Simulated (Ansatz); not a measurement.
Geometry optimisation, RKS PBE/def2-SVP in Ansatz 0.2.0.

input.yaml

```yaml
crystal:
  periodic: [false, false, false]
  atoms:
    - { symbol: W, position_ang: [0.150915, 0.32682, -0.244914] }
    - { symbol: O, position_ang: [0.367941, -0.37172, 2.790828] }
    - { symbol: H, position_ang: [-0.600876, -0.298901, 2.907889] }
    - { symbol: Cl, position_ang: [2.369778, -0.322587, -0.076454] }
    - { symbol: Cl, position_ang: [-0.471634, 2.013506, -1.68795] }
    - { symbol: Cl, position_ang: [-2.008091, 0.492847, 0.684558] }
    - { symbol: Cl, position_ang: [-0.379647, -1.903419, -0.528403] }
    - { symbol: H, position_ang: [0.624207, -0.046034, -1.80685] }
    - { symbol: F, position_ang: [0.736018, 1.682486, 0.91558] }
    - { symbol: H, position_ang: [0.639289, 0.580603, 2.729115] }
basis:
  gaussian: { orbitals: def2-SVP }
hamiltonian:
  xc: pbe
relax:
  f_tol: 0.03
  max_steps: 50
output:
  orbitals: {}
```

Run as:

```bash
$ ansatz run input.yaml --threads 4 --pin off --max-ram 5120MiB --backend cpu --events-out ev --progress --plain --runs-dir out
```

**Question.** Where does it end, and by what steps?

**Answer.** It converged. The force dipped under the threshold on the way, but the program's further checks kept it going. After 13 steps the energy has fallen by 0.442 eV; O2 moved furthest, 0.64 Å. Joined: W1–O2 (3.12 → 2.33 Å).

```csv
step,energy less start (eV),largest force component (eV/Å),accepted
0,0.0000,0.718,yes
1,-0.0943,1.420,yes
2,-0.2390,1.313,yes
3,-0.3776,0.409,yes
4,-0.3969,0.549,yes
5,-0.4274,0.174,yes
6,-0.4359,0.108,yes
7,-0.4380,0.047,yes
8,-0.4388,0.093,yes
9,-0.4406,0.147,yes
10,-0.4419,0.032,yes
11,-0.4420,0.029,yes
12,-0.4421,0.087,yes
13,-0.4423,0.024,yes
```

```xyz
10
Properties=species:S:1:pos:R:3
W 0.125 0.369 -0.025
O 0.278 -0.409 2.162
H -0.599 -0.131 2.521
Cl 2.408 -0.160 0.198
Cl -0.560 1.785 -1.711
Cl -2.096 0.615 0.845
Cl -0.468 -1.856 -0.367
H 0.732 -0.127 -1.496
F 0.660 1.928 0.934
H 0.949 0.139 2.624
```

Whether the end is a true minimum wasn't checked by a vibrational analysis.

Time of the run: 35 s on 4 threads of Arm Neoverse V2, with other jobs on the host, peak memory 0.25 GiB.
